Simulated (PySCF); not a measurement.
Dipole response of Li (lithium, neutral)

[He] 2s1, 2S determinant. All numbers are calculated (PySCF 2.14, no relativity, point nucleus, in aug-cc-pV5Z (7s6p5d4f3g2h, 127 functions)). Coupled (time-dependent) response in atomic units; α is the mean over directions.

```json
{"method": "HSE06", "mean α (bohr³)": "146.9", "C₆ (like pair)": "1186", "S(−4)": "27930"}
```

S(−4) is the Cauchy moment in α(ω) = α(0) + S(−4) ω² + …

Reference α: 164.1 bohr³ (recommended; Schwerdtfeger and Nagle, table of static dipole polarizabilities (2023 update)). Published C₆: 1392 (Chu and Dalgarno (2004); Tang, Norbeck and Certain (1976)).

α(iu) at HSE06:

```json
{"u (hartree)": "0", "α(iu) (bohr³)": "146.9"}
{"u (hartree)": "0.0500", "α(iu) (bohr³)": "99.72"}
{"u (hartree)": "0.100", "α(iu) (bohr³)": "51.28"}
{"u (hartree)": "0.200", "α(iu) (bohr³)": "17.99"}
{"u (hartree)": "0.300", "α(iu) (bohr³)": "8.920"}
{"u (hartree)": "0.500", "α(iu) (bohr³)": "3.603"}
{"u (hartree)": "0.750", "α(iu) (bohr³)": "1.774"}
{"u (hartree)": "1.00", "α(iu) (bohr³)": "1.093"}
{"u (hartree)": "1.50", "α(iu) (bohr³)": "0.5719"}
{"u (hartree)": "2.00", "α(iu) (bohr³)": "0.3683"}
{"u (hartree)": "3.00", "α(iu) (bohr³)": "0.1979"}
{"u (hartree)": "5.00", "α(iu) (bohr³)": "0.08578"}
```
